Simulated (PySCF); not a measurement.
Al(H)(Me)(NCO) (C2H4AlNO), SMILES O=C=[N][AlH][CH3]. Atoms are numbered in the order given.

```xyz
9

Al    -1.0271     0.4196    -0.6388
H     -2.3161    -0.3299    -1.1540
C     -0.6475     2.3156    -0.8672
H      0.2810     2.4621    -1.4470
H     -0.4839     2.8054     0.1088
H     -1.4572     2.8537    -1.3856
N      0.1764    -0.5834     0.2260
C      0.9791    -1.2670     0.8057
O      1.7630    -1.9319     1.3711
```

Coordinates come from a B3LYP-D3(BJ)/def2-SVP optimisation. The geometry has at least one imaginary mode, so it is a saddle point at that level. The structure was generated by enumeration; whether it is a known compound was not checked. The values are those of a single conformer.

Level of theory: PySCF with PBE/pcSseg-1.

GIAO shieldings, no solvent; atoms alike by connectivity are averaged. δ = σ(ref) − σ: ¹H against TMS (σ = 31.49 ppm); ¹³C against TMS (σ = 182.0 ppm); ¹⁵N against NH3 (σ = 267.0 ppm); ¹⁷O against H2O (σ = 334.3 ppm), references at their B3LYP-D3(BJ)/def2-TZVP geometries, non-relativistic.

| nucleus | atoms | count | δ (ppm) |
|---|---|---|---|
| ¹H | H2 | 1 | 5.09 |
| ¹H | H4, H5, H6 | 3 | 0.10 |
| ¹³C | C8 | 1 | 127.6 |
| ¹³C | C3 | 1 | -6.0 |
| ¹⁵N | N7 | 1 | 77.3 |
| ¹⁷O | O9 | 1 | 151.4 |
